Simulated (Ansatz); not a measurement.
Molecule: sum formula SiN3H6, net charge -1, singlet state. It need not be the lowest isomer of its formula. Whether it binds its extra electron was not tested at this geometry. 
Geometry from a B3LYP-D3(BJ)/def2-TZVP (Ansatz, a first-principles code) optimisation:
SMILES: [Si-](N)(N)N
```xyz
10

N      0.5546     1.0336    -1.0387
Si    -0.1451     0.3044     0.5161
N      1.0733    -1.0428     0.6872
N     -1.5180    -0.4633    -0.3932
H      1.3544     1.6254    -0.8341
H     -0.1351     1.6344    -1.4824
H      1.7455    -0.8850     1.4283
H      1.5840    -1.2350    -0.1755
H     -2.0958    -1.0382     0.2102
H     -1.1909    -1.0546    -1.1587
```
Charge -1, spin multiplicity 1.

Basis-set convergence of Hartree-Fock and CCSD correlation energies (hartree) with Ansatz. Valence correlation only, unless marked. No spin-orbit coupling. Non-relativistic. This anion needs diffuse functions, which these sets lack.

| basis | functions | E(HF) | E(corr, CCSD) |
|---|---|---|---|
| cc-pV(D+d)Z | 95 | -455.80034 | -0.66790 |
| cc-pV(T+d)Z | 213 | -455.88496 | -0.82084 |
| cc-pV(Q+d)Z | 409 | (withheld) | (withheld) |

What belongs in the gaps?


- cc-pV(Q+d)Z, E(HF): -455.90799
- cc-pV(Q+d)Z, E(corr, CCSD): -0.86907
